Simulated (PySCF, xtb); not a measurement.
(2S)-2-fluorobutane (C4H9F), SMILES F[C@@H](C)CC.

xtb with GFN2-xTB at its own geometry gives an orbital gap of 12.30 eV and a dipole moment of 2.49 D.

Geometry optimised at PBE-D3(BJ)/def2-SVP. Other conformers were not sampled.

Task: What does PBE/def2-TZVP (PySCF) give? (An estimate is asked for; the answer gives what the named calculation found.)

Result: gap 7.73 eV (levels -7.39 and 0.34 eV), dipole 1.80 D.
